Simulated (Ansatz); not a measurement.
Stepwise reaction of `[NH2][Hf]([NH2])([F])[F]` with hydrogen chloride, as a gas-phase model of exchange steps in deposition or etching. ΔE in kJ/mol; ΔG adds harmonic PBE0-D4 terms to CCSD(T)/CBS, at 1 bar.

Calculated with Ansatz (gas phase, PBE0-D4/def2-TZVP geometries, no zero-point term in ΔE). CCSD(T)/CBS adds triple-zeta CCSD(T) − MP2 to the extrapolated MP2 energy (def2 sets, frozen cores). This one scheme is used for every species. Functionals use def2-TZVPP. B3LYP here is the variant with VWN-RPA as its local correlation; programs differ in this. def2 core potentials past Kr. For Hf outer-core shells are correlated without core-valence functions, which leaves a few kJ/mol of doubt a bond. One conformer a species, not always the lowest.

| step | reaction | PBE-D4 | B3LYP-D4 | ωB97M-V | CCSD(T)/CBS | ΔG(600 K) |
| --- | --- | --- | --- | --- | --- | --- |
| 1 | `[NH2][Hf]([NH2])([F])[F]` + HCl → `[NH2][Hf]([NH2])([F])[Cl]` + H–F | 15.2 | 15.8 | 14.9 | 6.8 | 13.9 |

(1) Give the row of step 2, `[NH2][Hf]([NH2])([F])[Cl]` + HCl → `[NH2][Hf]([NH2])([Cl])[Cl]` + H–F. (Best estimate.)

(2) By hand: ΔE of the 2 steps together at CCSD(T)/CBS.

Answers

(1) Ansatz gave: 
```
step                                                                reaction  PBE-D4  B3LYP-D4  ωB97M-V  CCSD(T)/CBS  ΔG(600 K)
   2  `[NH2][Hf]([NH2])([F])[Cl]` + HCl → `[NH2][Hf]([NH2])([Cl])[Cl]` + H–F    17.1      17.4     17.0          7.6       13.8
```

(2) (6.8) + (7.6) = 14.4 kJ/mol, or 7.2 kJ/mol a step.

In ΔE the steps differ by no more than 0.8 kJ/mol. All are uphill at CCSD(T)/CBS. ΔG lies between 13.8 and 13.9 kJ/mol a step. PBE-D4 differs from CCSD(T)/CBS by 8.4 to 9.5 kJ/mol a step. Isolated molecules leave out the surface, adducts and barriers. Largest T1 diagnostic: 0.015.
